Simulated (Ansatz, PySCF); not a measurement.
Caution: the highest occupied level lies above zero, so the state may not be bound. This triplet is an excited state, 0.78 eV above the relaxed singlet at the level frozen-core CCSD(T)/aug-cc-pVTZ // B3LYP-D3(BJ)/def2-TZVPD (Ansatz, an electronic-structure program).

B3LYP has the VWN-RPA correlation part, as in Gaussian. 

Cartesian coordinates (Å):
```xyz
6

B     -0.9570     0.1701     0.1058
B      0.5781     0.6247     0.4030
O      1.7924     0.0676     0.0499
H     -1.1231    -0.8533    -0.5513
H     -1.9574     0.7392     0.4670
H      1.6670    -0.7484    -0.4744
```
Charge -1, spin multiplicity 3.

Task: Predict the total energy and highest occupied spin orbital from B3LYP-D3(BJ)/def2-TZVPD run with PySCF 2.14.0.

Result: 
| Property | Value |
|---|---|
| total energy | -126.7579 Ha |
| highest occupied spin orbital | 0.97 eV |
